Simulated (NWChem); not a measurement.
Program: NWChem. System: CH$_{3}$Cl$_{3}$Sn, charge 0, spin multiplicity 1, at a geometry optimised with PBE0/def2-SVP with def2 effective core potentials on Sn. The structure started from a generated list of species. Level: evGW0@PBE/def2-SVP with def2 effective core potentials on Sn, RI basis def2-svp-rifit, 6 cycles, no spin-orbit coupling.

Input file:

```
start mol
memory heap 200 mb stack 700 mb global 1700 mb
geometry units angstroms nocenter noautoz noautosym
  C     -2.322782    -0.326903     0.085245
  Sn    -0.219601    -0.030917     0.008052
  Cl     0.790652    -1.358620    -1.627698
  Cl     0.333834     2.185668    -0.481381
  Cl     0.811972    -0.554487     2.038031
  H     -2.519133    -1.329485     0.487194
  H     -2.758867     0.439892     0.738811
  H     -2.725025    -0.236688    -0.932281
end
basis spherical
  * library def2-svp
end
ecp
  Sn library def2-ecp
end
basis "ri basis" bse spherical
  * library def2-svp-rifit
end
dft
  xc xpbe96 cpbe96
  iterations 100
  direct
  tolerances tight
end
task dft energy
gw
  evgw0 6
  states alpha occ -1 vir -1
end
task dft gw
```

NWChem printed:

```
             Northwest Computational Chemistry Package (NWChem) 7.3.0
             --------------------------------------------------------

                                NWChem Input Module
                                -------------------

 Scaling coordinates for geometry "geometry" by  1.889725989
 (inverse scale =  0.529177249)

                             Geometry "geometry" -> ""
                             -------------------------

 Output coordinates in angstroms (scale by  1.889725989 to convert to a.u.)

  No.       Tag          Charge          X              Y              Z
 ---- ---------------- ---------- -------------- -------------- --------------
    1 C                    6.0000    -2.32278200    -0.32690300     0.08524500
    2 Sn                  50.0000    -0.21960100    -0.03091700     0.00805200
    3 Cl                  17.0000     0.79065200    -1.35862000    -1.62769800
    4 Cl                  17.0000     0.33383400     2.18566800    -0.48138100
    5 Cl                  17.0000     0.81197200    -0.55448700     2.03803100
    6 H                    1.0000    -2.51913300    -1.32948500     0.48719400
    7 H                    1.0000    -2.75886700     0.43989200     0.73881100
    8 H                    1.0000    -2.72502500    -0.23668800    -0.93228100

 Effective nuclear repulsion energy (a.u.)     877.2648117440

            Nuclear Dipole moment (a.u.)
            ----------------------------
        X                 Y               Z
 ---------------- ---------------- ----------------
     0.0000359048    -0.0000226767    -0.0000415740


 Summary of "ao basis" -> "" (spherical)
 ------------------------------------------------------------------------------
       Tag                 Description            Shells   Functions and Types
 ---------------- ------------------------------  ------  ---------------------
 *                          def2-svp                  on all atoms

 Summary of "ri basis" -> "" (spherical)
 ------------------------------------------------------------------------------
       Tag                 Description            Shells   Functions and Types
 ---------------- ------------------------------  ------  ---------------------
 *                       def2-svp-rifit               on all atoms

  pbe96 is a nonlocal functional; adding pw91lda local functional.

                                 NWChem DFT Module
                                 -----------------

 Summary of "ao basis" -> "ao basis" (spherical)
 ------------------------------------------------------------------------------
       Tag                 Description            Shells   Functions and Types
 ---------------- ------------------------------  ------  ---------------------
 C                          def2-svp                 6       14   3s2p1d
 Sn                         def2-svp                10       26   4s4p2d
 Cl                         def2-svp                 8       18   4s3p1d
 H                          def2-svp                 3        5   2s1p

 Summary of "ao basis" -> "ao basis" (spherical)
 ------------------------------------------------------------------------------
       Tag                 Description            Shells   Functions and Types
 ---------------- ------------------------------  ------  ---------------------
 C                          def2-svp                 6       14   3s2p1d
 Sn                         def2-svp                10       26   4s4p2d
 Cl                         def2-svp                 8       18   4s3p1d
 H                          def2-svp                 3        5   2s1p

            General Information
            -------------------
          SCF calculation type: DFT
          Wavefunction type:  closed shell.
          No. of atoms     :     8
          No. of electrons :    82
           Alpha electrons :    41
            Beta electrons :    41
          Charge           :     0
          Spin multiplicity:     1
          Use of symmetry is: off; symmetry adaption is: off
          Maximum number of iterations: 100
          This is a Direct SCF calculation.
          AO basis - number of functions:   109
                     number of shells:    49
          Convergence on energy requested:  1.00D-06
          Convergence on density requested:  1.00D-05
          Convergence on gradient requested:  5.00D-04

              XC Information
              --------------
          PerdewBurkeErnzerhof Exchange Functional  1.000
            Perdew 1991 LDA Correlation Functional  1.000 local
           PerdewBurkeErnz. Correlation Functional  1.000 non-local

             Grid Information
             ----------------
          Grid used for XC integration:  medium
          Radial quadrature: Mura-Knowles
          Angular quadrature: Lebedev.
          Tag              B.-S. Rad. Rad. Pts. Rad. Cut. Ang. Pts.
          ---              ---------- --------- --------- ---------
          C                   0.70       49          10.0       434
          Sn                  1.45      123           9.0       590
          Cl                  1.00       88          12.0       590
          H                   0.35       45          11.0       434
          Grid pruning is: on
          Number of quadrature shells:   571
          Spatial weights used:  Erf1

          Convergence Information
          -----------------------
          Convergence aids based upon iterative change in
          total energy or number of iterations.
          Levelshifting, if invoked, occurs when the
          HOMO/LUMO gap drops below (HL_TOL):  1.00D-02
[...]
          -----------------------------------
@GW         1      -2718.817           0.000
@GW         2      -2815.847           0.000
@GW         3      -2815.725           0.000
@GW         4       -291.673           0.000
@GW         5       -279.275           0.000
@GW         6       -262.434           0.000
@GW         7       -280.079           0.000
@GW         8       -204.128           0.000
@GW         9       -204.124           0.000
@GW        10       -204.131           0.000
@GW        11       -204.064           0.000
@GW        12       -204.070           0.000
@GW        13       -204.067           0.000
@GW        14       -204.081           0.000
@GW        15       -204.078           0.000
@GW        16       -204.084           0.000
@GW        17       -154.872           0.000
@GW        18       -105.384           0.000
@GW        19       -105.384           0.000
@GW        20       -105.287           0.000
@GW        21        -32.437           0.000
@GW        22        -32.437           0.000
@GW        23        -32.351           0.000
@GW        24        -32.304           0.000
@GW        25        -32.305           0.000
@GW        26        -23.765           0.000
@GW        27        -22.843           0.000
@GW        28        -22.843           0.000
@GW        29        -21.657           0.000
@GW        30        -15.253           0.000
@GW        31        -14.623           0.000
@GW        32        -14.624           0.000
@GW        33        -12.041           0.000
@GW        34        -12.041           0.000
@GW        35        -11.847           0.000
@GW        36        -10.751           0.000
@GW        37        -10.749           0.000
@GW        38        -10.472           0.000
@GW        39        -10.472           0.000
@GW        40        -10.274           0.000
@GW        41        -10.327           0.000
@GW        42          0.940           0.000
@GW        43          2.951           0.000
@GW        44          2.952           0.000
@GW        45          3.214           0.000
@GW        46          5.056           0.000
@GW        47          5.179           0.000
@GW        48          5.179           0.000
@GW        49          7.292           0.000
@GW        50          8.779           0.000
@GW        51          8.779           0.000
@GW        52          9.607           0.000
@GW        53         11.320           0.000
@GW        54         11.317           0.000
@GW        55         14.321           0.000
@GW        56         15.248           0.000
@GW        57         15.248           0.000
@GW        58         16.786           0.000
@GW        59         16.790           0.000
@GW        60         18.991           0.000
@GW        61         20.507           0.000
@GW        62         20.506           0.000
@GW        63         20.263           0.000
@GW        64         20.402           0.000
@GW        65         20.402           0.000
@GW        66         21.914           0.000
@GW        67         24.807           0.000
@GW        68         25.123           0.000
@GW        69         25.123           0.000
@GW        70         24.714           0.000
@GW        71         25.415           0.000
@GW        72         25.446           0.000
@GW        73         25.446           0.000
@GW        74         25.491           0.000
@GW        75         25.845           0.000
@GW        76         25.845           0.000
@GW        77         26.564           0.000
@GW        78         26.561           0.000
@GW        79         26.576           0.000
@GW        80         28.216           0.000
@GW        81         28.216           0.000
@GW        82         29.280           0.000
@GW        83         28.331           0.000
@GW        84         30.121           0.000
@GW        85         30.124           0.000
@GW        86         32.584           0.000
@GW        87         32.568           0.000
@GW        88         33.654           0.000
@GW        89         37.536           0.000
@GW        90         37.531           0.000
@GW        91         39.373           0.000
@GW        92         39.709           0.000
@GW        93         39.706           0.000
@GW        94         44.082           0.000
@GW        95         50.805           0.000
@GW        96         50.801           0.000
@GW        97         51.422           0.000
@GW        98         57.248           0.000
@GW        99         57.249           0.000
@GW       100         61.844           0.000
@GW       101         70.232           0.000
@GW       102         70.233           0.000
@GW       103         76.830           0.000
@GW       104         83.073           0.000
@GW       105         83.072           0.000
@GW       106        416.536           0.000
@GW       107        416.536           0.000
@GW       108        423.793           0.000
@GW       109       1415.137           0.000

  *** G5W0

          Solving quasiparticle equations

                  Alpha Orbitals
          State     Energy (eV)     Error (eV)
          -----------------------------------
@GW         1      -2718.831           0.000
@GW         2      -2815.952           0.000
@GW         3      -2815.810           0.000
@GW         4       -291.731           0.000
@GW         5       -279.397           0.000
@GW         6       -262.499           0.000
@GW         7       -280.157           0.000
@GW         8       -204.188           0.000
@GW         9       -204.185           0.000
@GW        10       -204.191           0.000
@GW        11       -204.111           0.000
@GW        12       -204.117           0.000
@GW        13       -204.114           0.000
@GW        14       -204.127           0.000
@GW        15       -204.124           0.000
@GW        16       -204.130           0.000
@GW        17       -154.878           0.000
@GW        18       -105.387           0.000
@GW        19       -105.387           0.000
@GW        20       -105.293           0.000
@GW        21        -32.438           0.000
@GW        22        -32.438           0.000
@GW        23        -32.351           0.000
@GW        24        -32.305           0.000
@GW        25        -32.305           0.000
@GW        26        -23.765           0.000
@GW        27        -22.843           0.000
@GW        28        -22.843           0.000
@GW        29        -21.657           0.000
@GW        30        -15.252           0.000
@GW        31        -14.623           0.000
@GW        32        -14.624           0.000
@GW        33        -12.040           0.000
@GW        34        -12.040           0.000
@GW        35        -11.847           0.000
@GW        36        -10.751           0.000
@GW        37        -10.749           0.000
@GW        38        -10.472           0.000
@GW        39        -10.472           0.000
@GW        40        -10.273           0.000
@GW        41        -10.327           0.000
@GW        42          0.940           0.000
@GW        43          2.951           0.000
@GW        44          2.952           0.000
@GW        45          3.214           0.000
@GW        46          5.056           0.000
@GW        47          5.179           0.000
@GW        48          5.179           0.000
@GW        49          7.292           0.000
@GW        50          8.779           0.000
@GW        51          8.779           0.000
@GW        52          9.607           0.000
@GW        53         11.320           0.000
@GW        54         11.317           0.000
@GW        55         14.321           0.000
@GW        56         15.248           0.000
@GW        57         15.248           0.000
@GW        58         16.786           0.000
@GW        59         16.790           0.000
@GW        60         18.991           0.000
@GW        61         20.507           0.000
@GW        62         20.506           0.000
@GW        63         20.263           0.000
@GW        64         20.401           0.000
@GW        65         20.402           0.000
@GW        66         21.914           0.000
@GW        67         24.807           0.000
@GW        68         25.123           0.000
@GW        69         25.123           0.000
@GW        70         24.715           0.000
@GW        71         25.415           0.000
@GW        72         25.447           0.000
@GW        73         25.447           0.000
@GW        74         25.486           0.000
@GW        75         25.845           0.000
@GW        76         25.845           0.000
@GW        77         26.564           0.000
@GW        78         26.561           0.000
@GW        79         26.576           0.000
@GW        80         28.216           0.000
@GW        81         28.217           0.000
@GW        82         29.281           0.000
@GW        83         28.332           0.000
@GW        84         30.121           0.000
@GW        85         30.123           0.000
@GW        86         32.585           0.000
@GW        87         32.568           0.000
@GW        88         33.654           0.000
@GW        89         37.536           0.000
@GW        90         37.532           0.000
@GW        91         39.374           0.000
@GW        92         39.710           0.000
@GW        93         39.707           0.000
@GW        94         44.083           0.000
@GW        95         50.806           0.000
@GW        96         50.802           0.000
@GW        97         51.421           0.000
@GW        98         57.248           0.000
@GW        99         57.249           0.000
@GW       100         61.844           0.000
@GW       101         70.233           0.000
@GW       102         70.235           0.000
@GW       103         76.827           0.000
@GW       104         83.084           0.000
@GW       105         83.082           0.000
@GW       106        416.538           0.000
@GW       107        416.538           0.000
@GW       108        423.794           0.000
@GW       109       1415.141           0.000

     GW Timing Statistics
   ------------------------
   Init.   :          0.1s
     ERIs  :          0.8s
     Distr.:          0.0s
     Vxc   :          0.6s
   Sigma_x :          0.0s
   RPA     :          3.3s
   Wmn     :          4.4s
   Sigma_c :          2.9s
   GW total:         12.1s

 Task  times  cpu:       12.1s     wall:       12.1s

 Total times  cpu:       23.0s     wall:       23.0s
```
